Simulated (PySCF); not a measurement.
Species: C6H7N3O.
SMILES with atom numbers: `[CH2:1]=[CH:2][n:3]1[cH:4][c:5]([C:6]([CH3:7])=[O:8])[n:9][n:10]1` (hydrogens: H11, H12 on C1; H13 on C2; H14 on C4; H15, H16, H17 on C7)

The same species was optimised twice, with GFN2-xTB and with PBE0-D3(BJ)/def2-SVP (PySCF), and the same property calculations (PySCF, gas phase) were run on both structures.

| coordinate | GFN2-xTB | PBE0-D3(BJ)/def2-SVP | change |
| --- | --- | --- | --- |
| N9–N10 (Å) | 1.266 | 1.281 | +0.015 |
| C2–N3 (Å) | 1.392 | 1.406 | +0.014 |
| C5–C6 (Å) | 1.469 | 1.479 | +0.010 |
| C1=C2 (Å) | 1.323 | 1.331 | +0.008 |
| C4–C5 (Å) | 1.385 | 1.380 | -0.005 |
| N3–N10 (Å) | 1.343 | 1.347 | +0.004 |
| C5–N9 (Å) | 1.360 | 1.362 | +0.002 |
| C6=O8 (Å) | 1.211 | 1.212 | +0.001 |
| N3–C4 (Å) | 1.351 | 1.350 | -0.001 |
| C6–C7 (Å) | 1.501 | 1.501 | 0.000 |
| C5–C6–C7 (°) | 114.3 | 116.5 | +2.2 |
| C5–C6–O8 (°) | 121.5 | 120.0 | -1.5 |
| C4–C5–C6 (°) | 129.0 | 127.7 | -1.3 |
| N3–N10–N9 (°) | 109.2 | 107.8 | -1.4 |
| C4–N3–N10 (°) | 109.4 | 110.7 | +1.3 |
| C2–N3–N10 (°) | 122.8 | 121.6 | -1.2 |
| C1–C2–N3 (°) | 122.6 | 123.8 | +1.2 |
| C4–C5–N9 (°) | 107.1 | 107.9 | +0.8 |
| C1–C2–N3–C4 (°) | 180 | 179 | -1 |
| C4–C5–C6–C7 (°) | 180 | -179 | +1 |

Rotational constants: A = 4469, B = 753.6, C = 647.5 MHz (GFN2-xTB) against A = 4444, B = 746.6, C = 641.7 MHz (PBE0-D3(BJ)/def2-SVP).

On the GFN2-xTB structure: HOMO (eV) -7.49 [PBE0/pcSseg-1]; LUMO (eV) -1.69 [PBE0/pcSseg-1]; dipole (D) 3.43 [PBE0/pcSseg-1]; GIAO shielding of C1 (ppm) 72.4 [PBE0/pcSseg-1]; GIAO shielding of C2 (ppm) 52.3 [PBE0/pcSseg-1]; GIAO shielding of N3 (ppm) -14.4 [PBE0/pcSseg-1]; GIAO shielding of C4 (ppm) 54.8 [PBE0/pcSseg-1]; GIAO shielding of C5 (ppm) 33.9 [PBE0/pcSseg-1]; GIAO shielding of C6 (ppm) -10.5 [PBE0/pcSseg-1]; GIAO shielding of C7 (ppm) 155.9 [PBE0/pcSseg-1]; GIAO shielding of O8 (ppm) -303.7 [PBE0/pcSseg-1].

Problem. What do these properties become on the PBE0-D3(BJ)/def2-SVP structure?

Solution. 
```csv
property,level,on GFN2-xTB,on PBE0-D3(BJ)/def2-SVP,change
HOMO (eV),PBE0/pcSseg-1,-7.49,-7.52,-0.03
LUMO (eV),PBE0/pcSseg-1,-1.69,-1.67,+0.02
dipole (D),PBE0/pcSseg-1,3.43,3.26,-0.17
"energy, GFN2-xTB geometry as zero (kcal/mol)",PBE0/pcSseg-1,0.0,-1.1,-1.1
GIAO shielding of C1 (ppm),PBE0/pcSseg-1,72.4,70.2,-2.2
GIAO shielding of C2 (ppm),PBE0/pcSseg-1,52.3,49.3,-3.0
GIAO shielding of N3 (ppm),PBE0/pcSseg-1,-14.4,-18.0,-3.6
GIAO shielding of C4 (ppm),PBE0/pcSseg-1,54.8,55.0,+0.2
GIAO shielding of C5 (ppm),PBE0/pcSseg-1,33.9,32.9,-1.0
GIAO shielding of C6 (ppm),PBE0/pcSseg-1,-10.5,-11.1,-0.6
GIAO shielding of C7 (ppm),PBE0/pcSseg-1,155.9,154.8,-1.1
GIAO shielding of O8 (ppm),PBE0/pcSseg-1,-303.7,-308.5,-4.8
```

The heavy atoms differ by 0.033 Å rms after alignment. Among bonds between heavy atoms C2–N3 and N9–N10 change most and about equally (+0.014 to +0.015 Å). Changes are differences of the printed values. Neither structure is proved a minimum here.

Conformer computed: `[CH2:1]=[CH:2][n:3]1[cH:4][c:5]([C:6]([CH3:7])=[O:8])[n:9][n:10]1`: C1–C2–N3–C4 179°, C4–C5–C6–C7 -179°.
